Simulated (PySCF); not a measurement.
Where the electron goes

Species: C5H2ClFOS.
Atom-mapped SMILES: `[O:1]=[C:2]([Cl:3])[c:4]1[cH:5][c:6]([F:7])[cH:8][s:9]1` (hydrogens: H10 on C5; H11 on C8)

Cartesian coordinates in Å at the GFN2-xTB level; atoms count from 1:
```
atom  x, y, z in Å
O1     2.9082    0.4967   -0.0808
C2     2.0964   -0.3681    0.0075
Cl3    2.6016   -2.0646    0.1584
C4     0.6610   -0.2315    0.0099
C5    -0.0326    0.9568   -0.0638
C6    -1.4160    0.7354   -0.0433
F7    -2.3126    1.7239   -0.1024
C8    -1.7705   -0.5838    0.0420
S9    -0.4010   -1.5959    0.1034
H10    0.4332    1.9228   -0.1270
H11   -2.7624   -0.9889    0.0702
```

The calculation used PySCF 2.14.0, density-fitted response routines, TDDFT CAM-B3LYP/def2-SVPD, vertical, gas phase, core orbitals frozen in the response.

Kohn–Sham orbitals with the atoms that hold most of them (Löwdin shares over 4%, at most four atoms; ? is withheld):

| orbital | ε (eV) | atoms |
| --- | --- | --- |
| LUMO+2 | 1.12 | S9 42%, Cl3 12%, C2 11%, C5 9% |
| LUMO+1 | 0.60 | S9 52%, Cl3 12%, C4 8%, C8 6% |
| LUMO | ? | C2 18%, O1 16%, C5 14%, C8 14% |
| HOMO | -9.03 | ? |
| HOMO-1 | -9.53 | ? |
| HOMO-2 | -10.29 | O1 54%, Cl3 31%, C2 7%, C4 4% |
| HOMO-3 | -11.03 | Cl3 74%, O1 14%, C2 10% |

**Question.** Give the leading atoms of the HOMO.

**Answer.** C8 (bonded to C, S and H) 22%; C6 (bonded to 2 C and F) 20%; C4 (bonded to 2 C and S) 18%; S9 (bonded to 2 C) 14%. By element: carbon 60% or more, sulfur 14%.

**Question.** Give the leading atoms of the HOMO-1.

**Answer.** S9 (bonded to 2 C) 31%; C5 (bonded to 2 C and H) 25%; C4 (bonded to 2 C and S) 16%; C8 (bonded to C, S and H) 12%. By element: carbon 52% or more, sulfur 31%.

**Question.** What is the LUMO energy, and the HOMO–LUMO gap?

**Answer.** ε(LUMO) = -1.68 eV; the gap is 7.35 eV (0.2703 hartree).

**Question.** How does S1 compare with the orbital gap of 7.35 eV?

**Answer.** S1 is at 4.56 eV (f = 0.160), 2.80 eV below the gap, made of HOMO→LUMO (94%). 

**Question.** One configuration dominates each of S1, S2, S3, S5 and S7. Which, and how do the shares of the two leading atoms of either orbital change from the occupied to the empty one?

**Answer.** 
- S1 (4.56 eV, f 0.160), HOMO→LUMO (94%): C8 22% → 14%, C6 20% → at most 14%, C2 at most 15% → 18%, O1 at most 15% → 16%
- S2 (4.63 eV, f 0.0006), HOMO-2→LUMO (87%): O1 54% → 16%, Cl3 31% → at most 14%, C2 7% → 18%
- S3 (5.12 eV, f 0.168), HOMO-1→LUMO (95%): S9 31% → at most 14%, C5 25% → 14%, C2 at most 12% → 18%, O1 at most 12% → 16%
- S5 (6.30 eV, f 0.0000), HOMO→LUMO+1 (72%): C8 22% → 6%, C6 20% → at most 6%, S9 14% → 52%, Cl3 at most 15% → 12%
- S7 (6.65 eV, f 0.0013), HOMO-1→LUMO+1 (71%): S9 31% → 52%, C5 25% → at most 6%, Cl3 at most 12% → 12%

One conformer stands for the species.
